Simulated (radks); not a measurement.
The numbers below are computed, except where a source is named.
Species: Cs-. Configuration: [Xe] 6s2.

Level of theory: scalar-relativistic Kohn-Sham, LDA (Slater exchange, Perdew-Wang correlation), spin-polarised, spherical densities, finite nucleus; Fermi nuclear charge, rms radius 4.8041 fm; Watson sphere of charge +1 and radius 4.94 bohr (a radial shooting solver on a logarithmic mesh with Libxc functionals).

Energy parts (hartree; the electron-nucleus part includes the sphere):
| part | energy |
|---|---|
| total | -7791.8290 |
| kinetic | 8195.1317 |
| electron-nucleus | -18856.4361 |
| Hartree | 3055.4692 |
| exchange-correlation | -185.9938 |

Orbitals (lengths in bohr, moments of r in powers of bohr; <r^-3> diverges for s and p1/2):
| orbital | occ. | eigenvalue (hartree) | <r^-3> |
|---|---|---|---|
| 1s | 2 | -1314.087 | - |
| 2s | 2 | -206.1674 | - |
| 2p | 6 | -185.0539 | 6580 |
| 3s | 2 | -42.84036 | - |
| 3p | 6 | -36.04341 | 1281 |
| 3d | 10 | -26.03448 | 176.5 |
| 4s | 2 | -8.07064 | - |
| 4p | 6 | -5.89452 | 264.1 |
| 4d | 10 | -2.72575 | 28.61 |
| 5s | 2 | -0.98688 | - |
| 5p | 6 | -0.50065 | 31.29 |
| 6s | 2 | -0.10803 | - |

The highest occupied level is 6s at -2.940 eV. The electron density at the nucleus is 3.052e+05 e/bohr^3 (large components only). Summed over all electrons, <r^2> = 116.6 bohr^2, which gives a Langevin (diamagnetic) susceptibility term of -92.3 x 10^-6 cm^3/mol.
